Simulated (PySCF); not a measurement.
**Identify the compound**

An unknown has the formula C$_{6}$H$_{10}$FN. Its calculated NMR data are:

¹H NMR (300 MHz, computed): δ 10.17 (br s, 1H), 5.03 (m, 1H), 2.91 (m, 1H), 2.78 (m, 1H), 2.40 (m, 1H), 2.40 (m, 1H), 2.29 (m, 1H), 1.77 (m, 1H), 1.59 (m, 1H), 1.54 (m, 1H).

¹³C{¹H} NMR (computed): δ 182.8 (C), 89.9 (CH), 39.4 (CH2), 36.9 (CH2), 36.7 (CH2), 36.5 (CH2).

Level of theory: σ from GIAO-PBE0/pcSseg-1, GFN2-xTB structure, in PySCF 2.14.0 with density-fitted response routines (single conformer, relativity neglected, isolated molecule).

Chemical shifts δ = σref − σ; TMS for ¹H, ¹³C, all at this level.

Task: Which of these isomers gave the spectra?
A. C/N=C\[C@H](C)/C=C\F
B. N=C1CCC(F)CC1
C. F[C@@H]1CC[C@H]1N1CC1
D. C=C/N=C(\C)CCF

Result: B. 

- The formula gives 2 degrees of unsaturation (1 ring in the answer).
- 6 carbon signals for 6 carbons: no two carbons are equivalent.
- Carbon types of the structure: 1 × C, 1 × CH, 4 × CH2, leaving 1 H on heteroatoms.
- δC 182.8: C=N carbon.
- δC 89.9: sp3 CH bonded to F; the inductive effect lowers its shielding.
- δC 39.4, 36.9, 36.7, 36.5: sp3 CH2 in a ring; saturated and bonded to C and H only.
- δH 10.17: hydrogen on an imine nitrogen; exchangeable, gas-phase position.
- δH 5.03: hydrogen on an sp3 CH bonded to F; its carbon carries F, hence the downfield position.

The others: C/N=C\[C@H](C)/C=C\F would give 6 signals for carbon-bound and other non-exchanging H, not 9; F[C@@H]1CC[C@H]1N1CC1 would give 5 carbon signals, not 6; C=C/N=C(\C)CCF would give 6 signals for carbon-bound and other non-exchanging H, not 9.

Exchangeable OH/NH protons stand at their gas-phase positions; hydrogen bonding in a real sample shifts them, mostly to higher δ. Splittings by ¹⁹F in the carbon and heteronuclear signals aren't shown, as no couplings were computed. Shifts are as computed. Against solution values, carbons near 30 ppm lie about +3 ppm off and those near 130 ppm about +5 ppm. Of 1211 compounds with measured shifts, 218 miss one by over three times the rms of a fit or turn the order of signals round; such compounds aren't used in these exercises. Multiplicities follow the n + 1 count of equivalent neighbours, as no J values were calculated; m marks all less simple cases, F and P coupling included.
